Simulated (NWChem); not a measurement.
System: C$_{2}$H$_{5}$S, doublet; SMILES C[CH]S

Input file for NWChem:

```
start job
memory heap 200 mb stack 900 mb global 1100 mb
geometry units angstroms noautosym nocenter noautoz
  C      0.257159     1.674361    -0.036695
  C     -0.587801     0.449655     0.090138
  S      0.053735    -1.171275    -0.075238
  H      0.584518     1.858863    -1.074340
  H     -0.299512     2.558846     0.293347
  H      1.167054     1.604946     0.575424
  H     -1.657099     0.498941    -0.089891
  H      1.298752    -0.921579     0.390909
end
basis spherical
  * library 3-21g
end
dft
  odft
  mult 2
  xc pbe0
  iterations 150
end
cosmo
  do_cosmo_smd true
  solvent water
end
task dft energy
```

Parts of the log:

```
             Northwest Computational Chemistry Package (NWChem) 7.3.0
             --------------------------------------------------------

                             Geometry "geometry" -> ""
                             -------------------------

 Output coordinates in angstroms (scale by  1.889725989 to convert to a.u.)

  No.       Tag          Charge          X              Y              Z
 ---- ---------------- ---------- -------------- -------------- --------------
    1 C                    6.0000     0.25715900     1.67436100    -0.03669500
    2 C                    6.0000    -0.58780100     0.44965500     0.09013800
    3 S                   16.0000     0.05373500    -1.17127500    -0.07523800
    4 H                    1.0000     0.58451800     1.85886300    -1.07434000
    5 H                    1.0000    -0.29951200     2.55884600     0.29334700
    6 H                    1.0000     1.16705400     1.60494600     0.57542400
    7 H                    1.0000    -1.65709900     0.49894100    -0.08989100
    8 H                    1.0000     1.29875200    -0.92157900     0.39090900

 Effective nuclear repulsion energy (a.u.)      99.0380828797

                                 NWChem DFT Module
                                 -----------------

 Summary of "ao basis" -> "ao basis" (spherical)
 ------------------------------------------------------------------------------
       Tag                 Description            Shells   Functions and Types
 ---------------- ------------------------------  ------  ---------------------
 C                           3-21g                   5        9   3s2p
 S                           3-21g                   7       13   4s3p
 H                           3-21g                   2        2   2s

 in cosmo_initialize ...
 calling solv_data for solv:h2o

 solvent parameters
 solvname_short: h2o
 solvname_long:  water
 dielec:       78.4000
 dielecinf:     1.7769
 aqueous SMD model solvent descriptors
 dielec:       78.4000
 sola:          0.8200

          ---------------
          -cosmo- solvent
          ---------------
 Cosmo: York-Karplus, doi: 10.1021/jp992097l
 dielectric constant -eps-     =  78.40
 screen = (eps-1)/(eps    )    =   0.98724
 surface charge correction     = lagrangian

   van der Waals surface
 --------------------------

[...]

                                COSMO-SMD solvation results
                                ---------------------------

             internal energy in gas <Psi(g)|H|Psi(g)> =      -474.696414908714
         internal energy in solvent <Psi(s)|H|Psi(s)> =      -474.695659956103
                               delta internal energy  =         0.000754952611 (    0.47 kcal/mol)
   total free energy in solvent <Psi(s)|H+V/2|Psi(s)> =      -474.702101035502
 polarization energy contribution <Psi(s)|V/2|Psi(s)> =        -0.006441079399 (   -4.04 kcal/mol)
    total free energy in solvent including G(SMD-CDS) =      -474.698223045085
                       G(SMD-CDS) energy contribution =         0.003877990418 (    2.43 kcal/mol)
     1 M fixed-concentration free energy of solvation =        -0.001808136370 (   -1.13 kcal/mol)

                    DFT Final Alpha Molecular Orbital Analysis
                    ------------------------------------------

 Vector   15  Occ=1.000000D+00  E=-3.525986D-01
              MO Center=  3.2D-02, -3.2D-01, -1.1D-01, r^2= 3.4D+00
   Bfn.  Coefficient  Atom+Function         Bfn.  Coefficient  Atom+Function
  ----- ------------  ---------------      ----- ------------  ---------------
    26      0.335925  3 S  py                28     -0.315135  3 S  s
    27      0.235689  3 S  pz                30      0.223088  3 S  py
    13     -0.194256  2 C  py                 4      0.186670  1 C  py
    31      0.183927  3 S  pz                 8      0.179927  1 C  py
    22     -0.161681  3 S  py                17     -0.153000  2 C  py

 Vector   16  Occ=1.000000D+00  E=-3.128865D-01
              MO Center= -6.8D-02, -4.7D-01,  3.4D-02, r^2= 2.7D+00
   Bfn.  Coefficient  Atom+Function         Bfn.  Coefficient  Atom+Function
  ----- ------------  ---------------      ----- ------------  ---------------
    27      0.353032  3 S  pz                31      0.334608  3 S  pz
    18      0.244912  2 C  pz                26     -0.228094  3 S  py
    14      0.209523  2 C  pz                30     -0.188039  3 S  py
    25     -0.180061  3 S  px                23     -0.169249  3 S  pz
    29     -0.151848  3 S  px                28      0.129636  3 S  s

 Vector   17  Occ=1.000000D+00  E=-1.853381D-01
              MO Center= -2.6D-01,  7.1D-04,  3.1D-02, r^2= 2.5D+00
   Bfn.  Coefficient  Atom+Function         Bfn.  Coefficient  Atom+Function
  ----- ------------  ---------------      ----- ------------  ---------------
    18      0.576093  2 C  pz                14      0.426308  2 C  pz
    31     -0.385659  3 S  pz                27     -0.329388  3 S  pz
    33      0.197274  4 H  s                 29      0.155372  3 S  px
    23      0.152858  3 S  pz                15      0.146153  2 C  s
    25      0.109800  3 S  px                32      0.106611  4 H  s

 Vector   18  Occ=0.000000D+00  E= 5.298797D-02
              MO Center=  4.1D-01, -8.8D-01,  6.7D-02, r^2= 3.0D+00
   Bfn.  Coefficient  Atom+Function         Bfn.  Coefficient  Atom+Function
  ----- ------------  ---------------      ----- ------------  ---------------
    41      1.155198  8 H  s                 29     -0.960407  3 S  px
    15     -0.845421  2 C  s                 30      0.390689  3 S  py
    25     -0.348242  3 S  px                31     -0.271571  3 S  pz
    17      0.247059  2 C  py                 8     -0.236216  1 C  py
     7     -0.208009  1 C  px                37      0.190725  6 H  s

[...]
```

Level: PBE0/3-21G, spin-unrestricted, SMD on the gas-phase geometry. Geometry: optimised at B3LYP/6-31G* (spherical d), spin-unrestricted. No stability test was run on the SCF state. Solvent: water.
